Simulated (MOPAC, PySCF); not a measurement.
H9NOSi3, SMILES `N[Si@@H]([SiH3])[SiH2]O`, neutral singlet in the gas phase. 

Cartesian coordinates (Å):
SMILES: N[Si@@H]([SiH3])[SiH2]O
```xyz
14

N      0.3855     1.3006    -0.8416
Si    -0.0051     0.2305     0.4868
Si    -1.7113    -1.1908    -0.2532
Si     2.0001    -0.9641     0.7412
O      2.5521    -1.1602    -0.8095
H      1.0769     2.0212    -0.6775
H     -0.3757     1.6914    -1.3802
H     -0.4667     0.9060     1.7420
H     -2.8558    -0.4129    -0.8066
H     -2.2070    -2.0132     0.8819
H     -1.2123    -2.0984    -1.3203
H      2.9970    -0.2211     1.5673
H      1.8281    -2.3038     1.3602
H      2.1479    -0.5457    -1.4348
```
Charge 0, multiplicity 1.

All levels are single points at this geometry (r2SCAN-D4/def2-TZVP); Pople sets use spherical d functions. Orbital energies aren't observables, and empty levels follow the basis.

```json
[
 {"level": "r2SCAN-D4/def2-TZVP in PySCF", "HOMO (eV)": "-6.49", "LUMO (eV)": "-1.23", "gap (eV)": "5.26", "dipole (D)": "2.65", "vertical IE, Delta-SCF (eV)": "9.06"},
 {"level": "B3LYP/6-31G* in PySCF", "HOMO (eV)": "-7.01", "LUMO (eV)": "-0.48", "gap (eV)": "6.53", "dipole (D)": "2.84", "vertical IE, Delta-SCF (eV)": "9.08"},
 {"level": "B3LYP/LANL2DZ in PySCF", "HOMO (eV)": "-7.13", "LUMO (eV)": "-0.41", "gap (eV)": "6.72", "dipole (D)": "3.46", "vertical IE, Delta-SCF (eV)": "–"},
 {"level": "HF/3-21G in PySCF", "HOMO (eV)": "-10.07", "LUMO (eV)": "3.02", "gap (eV)": "13.09", "dipole (D)": "3.39", "vertical IE, Delta-SCF (eV)": "–"},
 {"level": "PM6 in MOPAC", "HOMO (eV)": "-8.01", "LUMO (eV)": "-0.88", "gap (eV)": "7.13", "dipole (D)": "3.16", "vertical IE, Delta-SCF (eV)": "–"},
 {"level": "PM7 in MOPAC", "HOMO (eV)": "-9.88", "LUMO (eV)": "-0.25", "gap (eV)": "9.63", "dipole (D)": "3.11", "vertical IE, Delta-SCF (eV)": "–"}
]
```
